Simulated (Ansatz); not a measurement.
F$_{2}$Sc, doublet, geometry from GFN2-xTB (such geometries of metal compounds can be far from the true shape) (the multiplicity is a formal guess), atoms displaced at random by about 0.08 Å a coordinate; B3LYP/def2-SVP, gradient in Ansatz (an electronic-structure program).

Here is a job for Ansatz.
Ansatz 0.2 input:
```yaml
crystal:
  periodic: [false, false, false]
  atoms:
    - {symbol: Sc, position_ang: [0.42735978, 0.35688714, 0.21222343]}
    - {symbol: F, position_ang: [-0.80029310, 0.63492736, -1.26614350]}
    - {symbol: F, position_ang: [-0.32388751, -1.22731434, 0.68954073]}
basis:
  gaussian:
    orbitals: def2-SVP
hamiltonian:
  xc: b3lyp
magnetization: {spin_polarized: true, initial_magnetization: 1}
output: {forces: true}
```

**Question.** Write the output that Ansatz gives for this input, abridged.

**Answer.** 
```
Functional definition: B3LYP
600 factors; integrals over basis functions are off by at most 5.3e-4 eV
mean field evaluation 1: about -26124.1540 eV, gradient 4.0e1 eV
mean field evaluation 2: about -25817.3272 eV, gradient 3.1e2 eV
mean field evaluation 4: about -26129.5120 eV, gradient 1.4e1 eV
mean field evaluation 8: about -26130.2359 eV, gradient 2.8e-1 eV
mean field evaluation 16: about -26130.2368 eV, gradient 4.0e-4 eV
mean field evaluation 32: about -26129.5990 eV, gradient 4.9e0 eV
mean field -26130.23681573 eV, -960.2684912676 hartree, gradient 2.0e-5 eV, S^2 0.750782; 4 other end points of the search recorded, 0 dependent functions left out
the calculation of the forces begins
reference -26130.23706430 eV, -960.2685004021 hartree; 20, 19 occupied and 39, 40 virtual orbitals, 600 factors
Total energy: -26130.23706430 eV, -960.2685004021 hartree
Atom 0 at     0.427360     0.356887     0.212223 Å, force    -2.531011    -0.531818    -2.177400 eV/Å
Atom 1 at    -0.800293     0.634927    -1.266144 Å, force     1.895088     0.170004     1.810082 eV/Å
Atom 2 at    -0.323888    -1.227314     0.689541 Å, force     0.635923     0.361814     0.367318 eV/Å
Dipole moment:     0.759972     0.450854     0.424427 e Å
```
